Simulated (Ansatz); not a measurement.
C5H6ClF3O4Ti (`CC1=CC(C(F)(F)F)=[O+][Ti-]([OH])([OH])([Cl])[O]1`), 20 atoms. Total charge 0; spin multiplicity 1. Correlated methods include outer-core shells of Ti, which these sets cover unevenly. Scalar relativity is left out up to krypton. Hardware: A = 11 threads of an AMD EPYC 7R13 on a shared host and a whole NVIDIA H100 80 GB; B = 11 threads of an AMD EPYC 7R13 on a shared host. Correlated methods freeze the cores.

Q: Give the basis size and wall time and peak host memory of each of these runs in Ansatz. RHF-MP2/def2-QZVPP energy [A]; RKS r2SCAN-D4/def2-TZVPP energy and forces [A]; RKS PBE-D4/def2-TZVPP energy and forces [A]; direct RPA on PBE orbitals/def2-TZVPP energy [A]; RKS ωB97M-V/def2-QZVPP energy [A]; RKS PBE-QIDH (frozen core)/def2-TZVPP energy [A]; RHF-CCSD(T)/def2-TZVPP energy [A]; RKS PBE0-D4/def2-TZVP relaxation (38 steps) [A]; RKS PBE0-D4/def2-SVP energy [B]; RHF-CCSD(T)/def2-SVP energy [A]; RKS HSE06 (plane-wave form)-D4/def2-TZVPP energy [A]; RKS ωB97M-V/def2-SVP energy [B]. (An estimate is asked.)

A: Ansatz gave: Other jobs shared the machine, so times are rough.

```tsv
level	job	functions	wall time	peak host memory (GiB)
RKS PBE-D4/def2-TZVPP	energy and forces [A]	562	2.6 s	1.1
RKS HSE06 (plane-wave form)-D4/def2-TZVPP	energy [A]	562	3.1 s	1.7
RKS r2SCAN-D4/def2-TZVPP	energy and forces [A]	562	3.3 s	1.2
RKS PBE0-D4/def2-SVP	energy [B]	247	3.5 s	1.7
RKS PBE-QIDH (frozen core)/def2-TZVPP	energy [A]	562	4.3 s	3.4
direct RPA on PBE orbitals/def2-TZVPP	energy [A]	562	6 s	3.4
RHF-MP2/def2-QZVPP	energy [A]	1027	6.5 s	1.9
RHF-CCSD(T)/def2-SVP	energy [A]	247	6.5 s	1.7
RKS ωB97M-V/def2-QZVPP	energy [A]	1027	7 s	1.9
RKS ωB97M-V/def2-SVP	energy [B]	247	10 s	1.7
RKS PBE0-D4/def2-TZVP	relaxation (38 steps) [A]	490	65 s	1.4
RHF-CCSD(T)/def2-TZVPP	energy [A]	562	110 s	1.7
```
